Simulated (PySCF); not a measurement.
Gas-phase reaction: TaOCl3 + 2 ClO = TaCl5 + 3 O

Computed with PySCF and rigid-rotor harmonic-oscillator thermochemistry at 1 bar. † marks an energy on the PBE0/def2-TZVP geometry and frequencies; other levels use their own. Open shells (unrestricted): ClO (multiplicity 2), O (multiplicity 3); the rest are closed-shell singlets. Spin-orbit splitting is ignored; it lowers the true energy and changes the entropy of ClO, O. B3LYP is the form with VWN-RPA correlation. Ta: scalar-relativistic def2 core potential, no spin-orbit coupling.

| level | ΔH°(298 K), kJ |
|---|---|
| B3LYP/def2-TZVP† | 576 |
| BLYP/def2-TZVP† | … |
| M06-2X/def2-TZVP† | 534 |
| PBE/def2-SVP | … |
| PBE/def2-TZVP† | 691 |
| PBE0/def2-QZVP† | … |
| LDA/def2-TZVP† | 854 |
| ωB97M-V/def2-TZVP† | 546 |
| ωB97X-V/def2-TZVP† | … |

Task: Fill in the missing entries.

Result: 
- BLYP/def2-TZVP†, ΔH°(298 K), kJ: 670
- PBE/def2-SVP, ΔH°(298 K), kJ: 638
- PBE0/def2-QZVP†, ΔH°(298 K), kJ: 555
- ωB97X-V/def2-TZVP†, ΔH°(298 K), kJ: 561
